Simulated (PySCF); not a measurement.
**Unknown compound**

Molecular formula: C$_{8}$H$_{12}$. Simulated spectra:

¹H NMR (400 MHz, computed): δ 6.29 (m, 4H), 1.96 (m, 8H).

¹³C{¹H} NMR (computed): δ 144.0 (CH, 4C), 32.1 (CH2, 4C).

Calculated, not measured (PySCF): PBE0-D3(BJ)/def2-SVP structure, shieldings: GIAO PBE0/pcSseg-1. One computed conformer, gas phase, non-relativistic, rapidly exchanging positions averaged.

δ = σ(ref) − σ, references computed at the same level: TMS for ¹H (σref 31.27), ¹³C (σref 184.41).

Q: Deduce the structure.

A: 
- The formula gives 3 degrees of unsaturation (1 ring in the answer).
- 2 carbon signals for 8 carbons: some carbons are equivalent by symmetry or fast rotation.
- Carbon types of the structure: 4 × CH, 4 × CH2, which accounts for all hydrogens.
- δC 144.0: alkene CH; an sp2 carbon of a C=C bond.
- δC 32.1: allylic sp3 CH2; aliphatic region, no heteroatom directly attached.
- δH 6.29: hydrogen on an alkene CH; olefinic region.
- δH 1.96: hydrogen on an allylic sp3 CH2; allylic position.

The compound is SMILES C1=C\CC/C=C\CC/1.

This is the structure that produced the data.

Shifts are as computed. Against solution values, carbons near 30 ppm lie about +2 ppm off and those near 130 ppm about +5 ppm. Of 1211 compounds with measured shifts, 218 miss one by over three times the rms of a fit or turn the order of signals round; such compounds aren't used in these exercises. No couplings were computed; multiplicities are counted from neighbouring protons, with m where these are inequivalent, close in shift, in a saturated or five-membered ring or joined by F or P, and br s for small geminal =CH2 splittings.
